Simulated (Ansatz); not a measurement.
## A ladder of methods for C4F6 (SMILES FC1=C(F)C(F)(F)C1(F)F)

The species is C4F6 (10 atoms), meant as a singlet with charge 0. SMILES: `FC1=C(F)C(F)(F)C1(F)F`. Geometry: optimised at r2SCAN/def2-SVP.

```xyz
10

F    -0.0717   -2.3316    0.7701
C    -0.0871   -1.1188    0.2811
C    -0.6117   -0.5412   -0.8193
F    -1.3150   -0.9626   -1.8381
C    -0.0968    0.8298   -0.4791
F    -1.0214    1.7740   -0.2242
F     0.8141    1.3562   -1.3186
C     0.5128    0.1586    0.7996
F     0.0206    0.6268    1.9615
F     1.8561    0.2089    0.8671
```

Each level gives the dissociation energy of the F9–C8 bond into doublet F and doublet C4F5 (shapes relaxed at r2SCAN/def2-SVP, no zero-point term) (eV). The values are calculated.

| level | kind | program | value (eV) | less CCSD(T)/def2-SVP | CPU time (all runs) |
| --- | --- | --- | --- | --- | --- |
| HF/def2-SVP | Hartree–Fock | Ansatz | 3.21 | -1.72 | 3.6 s |
| SVWN5/def2-SVP | LDA | Ansatz | 6.37 | +1.44 | 3.2 s |
| PBE/def2-SVP | GGA | Ansatz | 5.30 | +0.37 | 5.2 s |
| B3LYP/def2-SVP | global hybrid | Ansatz | 5.03 | +0.10 | 6.9 s |
| wB97M-V/def2-SVP | range-separated hybrid | Ansatz | 5.36 | +0.43 | 23 s |
| B2PLYP/def2-SVP | double hybrid | Ansatz | 5.08 | +0.15 | 11 s |
| MP2/def2-SVP | perturbation theory | Ansatz | 5.54 | +0.61 | 5.3 s |
| CCSD(T)/def2-SVP | coupled cluster or CI | Ansatz | 4.93 | 0.00 | 3.1 min |

Differences are taken from CCSD(T)/def2-SVP for orientation; it has basis-set and higher-order errors of its own. The values span 3.21 to 6.37 eV. Spin contamination of the reference (⟨S²⟩ at least 0.1 too high) touches HF/def2-SVP, MP2/def2-SVP, CCSD(T)/def2-SVP. Hartree–Fock misses the correlation of the electron pair that is broken and comes out low. Measured bond enthalpies also hold zero-point and thermal terms, a few tenths of an eV less. Times are those of the runs behind each value, whatever else they computed, on shared processors of several kinds: orders of magnitude only.
